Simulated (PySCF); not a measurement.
**B (boron, neutral): UHF calculation**

Configuration: [He] 2s2 3s1, 2S determinant (an excited configuration). All numbers are calculated (PySCF 2.14, the non-relativistic Hamiltonian (point nucleus), in aug-cc-pVDZ).

```json
{"Total energy": "-24.342937 hartree", "One-electron energy": "-31.2346 hartree", "Hartree (Coulomb) energy": "10.4657 hartree", "Exchange energy": "-3.5740 hartree", "Kinetic energy": "24.28337 hartree", "⟨S²⟩": "0.7501", "⟨L²⟩": "0.000", "Sum of ⟨r⟩": "9.972 bohr", "Sum of ⟨r²⟩": "43.67 bohr²", "Density at the nucleus (Gaussians lack the cusp)": "69.3 bohr⁻³", "Spin density at the nucleus": "0.132 bohr⁻³", "Langevin diamagnetic susceptibility": "-34.6 ×10⁻⁶ cm³/mol"}
```

| shell | electrons | mean orbital energy (hartree) | rms radius, mean of both spins (bohr) |
| --- | --- | --- | --- |
| 1s α | 1 | -7.99205 | 0.378 |
| 1s β | 1 | -7.98782 | 0.378 |
| 2s α | 1 | -0.68770 | 1.98 |
| 2s β | 1 | -0.67566 | 1.98 |
| 3s α | 1 | -0.10799 | 5.96 |

The outer electron is Rydberg-like, and this basis confines it to a smaller radius and binds it less than a complete one would.
